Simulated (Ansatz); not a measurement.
`[OH][Al]([F])[ZnH]` + CH₃OH → `C[O][Al]([OH])[F]` + `[ZnH2]` at 600 K and 1 bar (cleavage of the Al–Zn bond).

Computed with Ansatz on PBE0-D4/def2-TZVP structures; ΔE is electronic, products minus reactants. CCSD(T)/CBS adds triple-zeta CCSD(T) − MP2 to the extrapolated MP2 energy (def2 sets, frozen cores). This one scheme is used for every species. For Zn outer-core shells are correlated without core-valence functions, which leaves a few kJ/mol of doubt a bond. Scalar relativity is left out up to krypton. One conformer a species, not always the lowest.

| species | CCSD(T)/CBS energy (Eh) | H − E (kJ/mol) | S (J/(mol·K)) |
| --- | --- | --- | --- |
| `[OH][Al]([F])[ZnH]` | -2196.69547 | 110.2 | 410.7 |
| CH₃OH | -115.61712 | 163.6 | 277.3 |
| `C[O][Al]([OH])[F]` | -532.79990 | 212.5 | 437.2 |
| `[ZnH2]` | -1779.54550 | 52.6 | 230.0 |

H − E and S are ideal-gas, rigid-rotor, harmonic terms from PBE0-D4/def2-TZVP, for one conformer and one mirror image of each species. 1 Eh = 2625.50 kJ/mol, R = 8.31446 J/(mol·K).

Question: By hand: ΔE, ΔH, ΔS and ΔG.

Answer: ΔE = (-532.79990) + (-1779.54550) − (-2196.69547) − (-115.61712) = -0.03281 Eh = -86.1 kJ/mol. Δ(H − E) = 212.5 + 52.6 − 110.2 − 163.6 = -8.7, so ΔH = -94.8 kJ/mol. ΔS = 437.2 + 230.0 − 410.7 − 277.3 = -20.8 J/(mol·K). ΔG = -94.8 − 600 × (-20.8)/1000 = -82.3 kJ/mol.

Question: By hand: the equilibrium constant, and the temperature at which ΔG would vanish if ΔH and ΔS stayed fixed.

Answer: log₁₀ K = −ΔG/(RT ln 10) = 7.2. ΔG = 0 at ΔH/ΔS = 4558 K, far beyond where these terms or the molecules hold.

ΔH outweighs TΔS. A doubt of 5 kJ/mol in ΔE shifts log₁₀ K by 0.4 here. Other conformers and mirror images would add mixing entropy, several J/(mol·K) or more a flexible species. These are equilibria of isolated gas molecules and say nothing of rates. Largest T1 diagnostic: 0.016 (customary marks: 0.02 for closed shells, 0.045 for open ones).
